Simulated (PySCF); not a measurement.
Job for PySCF: R-B3LYP/LANL2DZ on GaH2IO2 (SMILES [OH][Ga]([OH])[I]), a point of a torsion scan.

```python
from pyscf import gto, scf, dft, mp
from pyscf.data.elements import chemcore

mol = gto.M(
    atom='''
    O    -0.93980916   -1.14365247    0.42487922
    Ga   -0.43945978    0.50046186    0.23477270
    O     0.81296015    1.04555130   -0.83505978
    I    -1.43427816    2.21643440    1.69802460
    H    -1.35283393   -1.76900775   -0.16430479
    H     1.34151403    0.47762101   -1.39343954
    ''',
    basis='lanl2dz',
    ecp={'Ga': 'lanl2dz', 'I': 'lanl2dz'},
    charge=0, spin=0, verbose=3, max_memory=1800)
mf = dft.RKS(mol, xc='b3lyp')
mf.conv_tol = 1e-8
mf.max_cycle = 100
mf.kernel()
if not mf.converged:
    mf = mf.newton().run(mf.mo_coeff, mf.mo_occ)
```

Output:

```
converged SCF energy = -165.211603214981
```

Self-consistency was reached.

Cost: roughly 8 core-seconds.
